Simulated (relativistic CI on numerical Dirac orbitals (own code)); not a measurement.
What each ingredient does to the levels of Tl22+

Base calculation: Dirac-Coulomb-Breit CI, separate exchange-only KLI orbitals for each configuration, QED by a radiative potential, unscaled Slater integrals.

CI space (outside the closed core [Ar] 3d10): 4s²4p⁶4d¹⁰4f¹³, 4s²4p⁶4d¹⁰4f¹²5s, 4s²4p⁶4d¹⁰4f¹¹5s², 4s²4p⁶4d¹⁰4f¹²5p, 4s²4p⁶4d¹⁰4f¹¹5s5p, 4s²4p⁶4d⁹4f¹⁴, 4s²4p⁶4d¹⁰4f¹¹5p², 4s²4p⁶4d¹⁰4f¹¹5s5d, 4s²4p⁶4d¹⁰4f¹²5d, 4s²4p⁶4d¹⁰4f¹¹5p5d, 4s²4p⁶4d⁹4f¹²5s², 4s²4p⁶4d¹⁰4f¹²5f, 4s²4p⁶4d¹⁰4f¹²6s, 4s²4p⁵4d¹⁰4f¹⁴, 4s²4p⁶4d¹⁰4f¹¹5d², 4s²4p⁶4d⁹4f¹³5s, 4s²4p⁶4d⁹4f¹²5s5p, 4s²4p⁶4d¹⁰4f¹²6p, 4s²4p⁶4d⁹4f¹²5p², 4s²4p⁶4d¹⁰4f¹²5g, 4s²4p⁶4d⁹4f¹³5p, 4s²4p⁶4d¹⁰4f¹²6d, 4s4p⁶4d¹⁰4f¹⁴, 4s²4p⁶4d¹⁰4f¹²6f, 4s²4p⁶4d⁸4f¹⁴5s, 4s²4p⁶4d¹⁰4f¹²7s, 4s²4p⁶4d¹⁰4f¹²7p, 4s²4p⁵4d¹⁰4f¹²5s², 4s²4p⁶4d⁸4f¹³5s², 4s²4p⁶4d⁸4f¹⁴5p, 4s²4p⁶4d⁸4f¹⁴5d, 4s²4p⁵4d¹⁰4f¹³5s, 4s²4p⁵4d⁹4f¹⁴5s, 4s4p⁶4d¹⁰4f¹³5s. Levels of other configurations are missing.

The lowest level and the first level of each name with at least 55 % of one term (blank where a level has no safe partner in the second run):

| Level | Base (cm⁻¹) | Shift (cm⁻¹) |
| --- | --- | --- |
| 4s²4p⁶4d¹⁰4f¹³ ²F°7/2 | 0 | 0 |
| 4s²4p⁶4d¹⁰4f¹³ ²F°5/2 | 37772 | -37772 |
| 4s²4p⁶4d¹⁰4f¹²5s ⁴H13/2 | 347159 | +470090 |
| 4s²4p⁶4d¹⁰4f¹²5s ⁴F9/2 | 359312 |  |
| 4s²4p⁶4d¹⁰4f¹²5s ⁴H9/2 | 386290 |  |
| 4s²4p⁶4d¹⁰4f¹²5s ⁴F7/2 | 394751 | +435526 |
| 4s²4p⁶4d¹⁰4f¹²5s ²F7/2 | 404177 |  |
| 4s²4p⁶4d¹⁰4f¹²5s ⁴P1/2 | 437672 | +443026 |
| 4s²4p⁶4d¹⁰4f¹²5s ²I13/2 | 444794 | +438732 |
| 4s²4p⁶4d¹⁰4f¹²5s ²I11/2 | 444995 | +438532 |
| 4s²4p⁶4d¹⁰4f¹²5s ⁴P3/2 | 449419 | +431280 |
| 4s²4p⁶4d¹⁰4f¹²5s ²P1/2 | 460489 | +433717 |
| 4s²4p⁶4d¹⁰4f¹²5s ²S1/2 | 543188 | +422251 |
| 4s²4p⁶4d¹⁰4f¹²5p ⁴G°11/2 | 732340 | +399705 |
| 4s²4p⁶4d¹⁰4f¹¹5s² ⁴I°15/2 | 753681 |  |
| 4s²4p⁶4d¹⁰4f¹¹5s² ⁴I°13/2 | 786959 |  |
| 4s²4p⁶4d¹⁰4f¹¹5s² ⁴F°7/2 | 818934 |  |
| 4s²4p⁶4d¹⁰4f¹²5p ²K°13/2 | 829886 |  |
| 4s²4p⁶4d¹⁰4f¹¹5s² ²K°15/2 | 830463 |  |
| 4s²4p⁶4d¹⁰4f¹²5p ⁴P°1/2 | 831043 | +366752 |
| 4s²4p⁶4d¹⁰4f¹²5p ²H°11/2 | 831172 |  |

At this charge transitions that keep the count of f electrons are usually good to a few per cent. Terms inside the open d or f shell come out 10 to 20 % too wide with unscaled integrals. Levels that differ in their count of f electrons can be misplaced by several ten thousand cm⁻¹, since the correlation energy of f electrons is missing or only estimated; rates across such gaps can be off by orders of magnitude.

Problem. One thing was changed in a second run, which moved the levels as shown. Which?
A. P86 correlation estimate
B. QED terms removed
C. non-relativistic limit
D. configuration mixing switched off
E. Breit term removed

Solution. C. Non-relativistic limit. Without relativity the fine structure collapses and s electrons lose their extra binding.

LS names give the leading component of a level, which can be under half, so a name can repeat, a term be missing and a line seem to break the LS rules.
